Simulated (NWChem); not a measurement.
System: C$_{2}$H$_{3}$F$_{2}$NSi; SMILES C#C[Si](N)(F)F

Parts of the log:

```
             Northwest Computational Chemistry Package (NWChem) 7.3.0
             --------------------------------------------------------

                             Geometry "geometry" -> ""
                             -------------------------

 Output coordinates in angstroms (scale by  1.889725989 to convert to a.u.)

  No.       Tag          Charge          X              Y              Z
 ---- ---------------- ---------- -------------- -------------- --------------
    1 C                    6.0000    -0.00298400     2.68049900    -0.04040100
    2 C                    6.0000     0.00976700     1.46495100    -0.03468800
    3 Si                  14.0000     0.02004700    -0.35097600    -0.02135200
    4 N                    7.0000    -1.50615800    -0.93072300     0.40535000
    5 F                    9.0000     0.44396600    -0.94253100    -1.45866500
    6 F                    9.0000     1.21197200    -0.84021600     0.95146400
    7 H                    1.0000    -0.01061500     3.75671000    -0.04793400
    8 H                    1.0000    -2.15308800    -0.36956100     0.94403700
    9 H                    1.0000    -1.76337600    -1.90908400     0.36621600

 Effective nuclear repulsion energy (a.u.)     290.0244626351

                              NWChem Property Module
                              ----------------------

  itol2e modified to match energy
  convergence criterion.

                                 NWChem DFT Module
                                 -----------------

 Summary of "ao basis" -> "ao basis" (spherical)
 ------------------------------------------------------------------------------
       Tag                 Description            Shells   Functions and Types
 ---------------- ------------------------------  ------  ---------------------
 C                          cc-pvtz                 10       30   4s3p2d1f
 Si                         cc-pvtz                 12       34   5s4p2d1f
 N                          cc-pvtz                 10       30   4s3p2d1f
 F                          cc-pvtz                 10       30   4s3p2d1f
 H                          cc-pvtz                  6       14   3s2p1d

  itol2e modified to match energy
  convergence criterion.

[...]

          -----------------------
          Electric field gradient
          -----------------------

 1 a.u. = 0.324123 10**(16) esu/cm**3  ( or statvolts/cm**2 ) = 0.97174 10**(22) v/m**2

 ------------------------------------------------------------
   Atom      X         Y         Z
 ------------------------------------------------------------
    1 C   -0.00564   5.06541  -0.07635
 ------------------------------------------------------------

 Electric field gradient in molecular frame (a.u.)
         XX             YY             ZZ             XY             XZ             YZ
 ------------------------------------------------------------------------------------------
       -0.195824       0.403219      -0.207396      -0.008248       0.017005      -0.001821

 Principal components (a.u.) and orientation
 of principal axis w.r.t. absolute frame                      Asymmetry parameter eta
 --------------------------------------------------------------------------------------
        0.403340      -0.219590      -0.183750                       0.088860

       -0.013860      -0.583124       0.812265
        0.999898      -0.005347       0.013223
       -0.003368       0.812366       0.583139

 ------------------------------------------------------------
   Atom      X         Y         Z
 ------------------------------------------------------------
    2 C    0.01846   2.76836  -0.06555
 ------------------------------------------------------------

 Electric field gradient in molecular frame (a.u.)
         XX             YY             ZZ             XY             XZ             YZ
 ------------------------------------------------------------------------------------------
       -0.193147       0.383269      -0.190122      -0.002709      -0.002704      -0.004716

 Principal components (a.u.) and orientation
 of principal axis w.r.t. absolute frame                      Asymmetry parameter eta
 --------------------------------------------------------------------------------------
        0.383320      -0.194771      -0.188549                       0.016231

       -0.004661       0.860780      -0.508955
        0.999956       0.008186       0.004687
       -0.008201       0.508911       0.860780

 ------------------------------------------------------------
   Atom      X         Y         Z
 ------------------------------------------------------------
    3 Si   0.03788  -0.66325  -0.04035
 ------------------------------------------------------------

 Electric field gradient in molecular frame (a.u.)
         XX             YY             ZZ             XY             XZ             YZ
 ------------------------------------------------------------------------------------------
        0.163451       0.132356      -0.295807       0.191125      -0.118396      -0.072109

 Principal components (a.u.) and orientation
 of principal axis w.r.t. absolute frame                      Asymmetry parameter eta
 --------------------------------------------------------------------------------------
        0.367586      -0.326182      -0.041404                       0.774726

        0.729138       0.210187      -0.651290
        0.654113       0.065789       0.753530
       -0.201230       0.975445       0.089517

 ------------------------------------------------------------
   Atom      X         Y         Z
 ------------------------------------------------------------
    4 N   -2.84623  -1.75881   0.76600
 ------------------------------------------------------------

[...]
```

Level: B3LYP/cc-pVTZ. Structure relaxed at the PBE0/def2-SVP level. NWChem prints the field gradient with the sign opposite to the second derivative of the potential.

Q: Write an input that gives this output.

A: One answer among several that fit: the input that was run:
```
start job
memory heap 200 mb stack 900 mb global 1100 mb
geometry units angstroms noautosym nocenter noautoz
  C     -0.002984     2.680499    -0.040401
  C      0.009767     1.464951    -0.034688
  Si     0.020047    -0.350976    -0.021352
  N     -1.506158    -0.930723     0.405350
  F      0.443966    -0.942531    -1.458665
  F      1.211972    -0.840216     0.951464
  H     -0.010615     3.756710    -0.047934
  H     -2.153088    -0.369561     0.944037
  H     -1.763376    -1.909084     0.366216
end
basis spherical
  C library cc-pvtz
  Si library cc-pvtz
  N library cc-pvtz
  F library cc-pvtz
  H library cc-pvtz
end
dft
  xc b3lyp
  iterations 150
  semidirect filesize 400000000
end
property
  efieldgrad
end
task dft property
```
